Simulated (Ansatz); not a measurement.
C$_{4}$H$_{9}$O (SMILES CC(C)(C)[O]), doublet, geometry from GFN2-xTB; MP2/6-31G* in Ansatz (an electronic-structure program).

Here is a job for Ansatz.
Ansatz 0.2 input:
```yaml
crystal:
  periodic: [false, false, false]
  atoms:
    - {symbol: C, position_ang: [1.10185095, 0.08952401, -1.00660030]}
    - {symbol: C, position_ang: [0.01772599, -0.03721019, 0.14273398]}
    - {symbol: C, position_ang: [-1.00138603, -1.09986115, -0.33556832]}
    - {symbol: C, position_ang: [-0.65591332, 1.35163878, 0.26062417]}
    - {symbol: O, position_ang: [0.67474315, -0.39270925, 1.22380168]}
    - {symbol: H, position_ang: [0.60190441, 0.38294788, -1.92343626]}
    - {symbol: H, position_ang: [1.83273200, 0.83483806, -0.71033671]}
    - {symbol: H, position_ang: [1.59232464, -0.87111037, -1.12521481]}
    - {symbol: H, position_ang: [-1.45005469, -0.80729159, -1.28040919]}
    - {symbol: H, position_ang: [-1.77800021, -1.19526956, 0.41962203]}
    - {symbol: H, position_ang: [-0.51269828, -2.06411339, -0.44549336]}
    - {symbol: H, position_ang: [0.07364055, 2.09659039, 0.56636893]}
    - {symbol: H, position_ang: [-1.10446738, 1.64502156, -0.68401894]}
    - {symbol: H, position_ang: [-1.42699176, 1.29551237, 1.02536770]}
basis:
  gaussian:
    orbitals: 6-31G*
magnetization: {spin_polarized: true, initial_magnetization: 1}
correlation: {method: mp2}
```

It wrote (shortened):

```
Functional definition: HF
989 factors; integrals over basis functions are off by at most 7.0e-4 eV
mean field evaluation 1: about -6294.6527 eV, gradient 2.8e1 eV
mean field evaluation 2: about -6294.6531 eV, gradient 2.8e1 eV
mean field evaluation 4: about -6299.5596 eV, gradient 4.8e0 eV
mean field evaluation 8: about -6300.2337 eV, gradient 2.1e-1 eV
mean field evaluation 16: about -6300.1656 eV, gradient 2.2e-1 eV
mean field evaluation 32: about -6300.0708 eV, gradient 6.5e-1 eV
mean field -6300.23436016 eV, -231.5293422837 hartree, gradient 2.6e-6 eV, S^2 0.760477; 5 other end points of the search recorded, 0 dependent functions left out
5 core orbitals not correlated
reference -6300.23436016 eV, -231.5293422837 hartree; 16, 15 occupied and 72, 73 virtual orbitals, 989 factors
second order -18.06836104 eV of doubles, -0.00000000 eV of singles
Total energy: -6318.30272121 eV, -232.1933423049 hartree
```
